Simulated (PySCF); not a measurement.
# Structure and largest two-photon cross section among the few lowest singlets (linear parallel light, single beam, Lorentzian half width 0.1 eV, states within 0.08 eV summed)

Computed with TDDFT CAM-B3LYP/aug-cc-pVDZ excited states, vertical, gas phase (PySCF 2.14.0). Geometry: PBE0-D3(BJ)/def2-SVP.

Each molecule in one low-energy conformer.

The calculation is non-relativistic, which matters for the atoms heavier than Zn.

Task: How does the largest two-photon cross section among the few lowest singlets (linear parallel light, single beam, Lorentzian half width 0.1 eV, states within 0.08 eV summed) change along this series?
- C#CC=C=C(C#C)[Se]C (H replaced by SeCH3)
- C#CC=C=C(C#C)B(C)C (H replaced by B(CH3)2)
- C#CC=C=C(C#C)C#C (H replaced by ethynyl)
- C#CC=C=C(C#C)N(C)C (H replaced by N(CH3)2)
- C#CC=C=C(C#C)C(F)(F)F (H replaced by CF3)
- C#CC=C=C(C#C)C=O (H replaced by CHO)

Result: 
```tsv
molecule	S1 (eV)	f(S1)	largest σ (GM)	at photon λ (nm)
C#CC=C=C(C#C)[Se]C	3.70	0.001	2.1	508
C#CC=C=C(C#C)B(C)C	4.32	0.000	1.2	482
C#CC=C=C(C#C)C#C	4.64	0.000	0.4	449
C#CC=C=C(C#C)N(C)C	3.79	0.003	2.1	472
C#CC=C=C(C#C)C(F)(F)F	4.90	0.000	0.9	440
C#CC=C=C(C#C)C=O	3.77	0.000	1.2	498
```
The largest two-photon cross section among the few lowest singlets (linear parallel light, single beam, Lorentzian half width 0.1 eV, states within 0.08 eV summed) is lowest for C#CC=C=C(C#C)C#C and highest for C#CC=C=C(C#C)[Se]C.
